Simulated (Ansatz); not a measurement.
Mg4H3⁺. The state is a triplet with charge 1. Geometry r2SCAN-D4/def2-TZVP, that of the neutral doublet; atoms count from 1.

```xyz
7

Mg    0.1232   -1.4711    1.0208
Mg   -0.2246    1.6925   -0.5524
Mg   -1.1557   -1.0088   -1.7726
Mg    1.8853   -0.4447   -1.3110
H     0.1092   -2.4834    2.4048
H    -0.2017    0.3362    0.7203
H    -0.5357    3.3794   -0.5098
```

At PBE0-D4/def2-TZVP a singlet of charge 1 lies 0.60 eV below the triplet at the same geometry. The structure comes from a short search, and lower isomers may exist.

Estimate the Mulliken populations from the PBE0/def2-TZVP orbitals of Ansatz.


```
atom  charge (e)  spin (α − β)
 Mg1        0.46          0.21
 Mg2        0.46          0.21
 Mg3        0.27          0.69
 Mg4        0.26          0.68
  H5       -0.12          0.12
  H6       -0.22         -0.02
  H7       -0.12          0.12
```
Mulliken values and Mayer orders depend strongly on the basis.

Where does the spin sit?

Summed by element: Mg 1.78, H 0.22, of 2 unpaired in all. Largest on single atoms: Mg3 0.69, Mg4 0.68, Mg1 0.21.

And the Mayer bond orders between bonded heavy atoms (over 0.3)?

Mg3–Mg4 0.93 (3.13 Å).
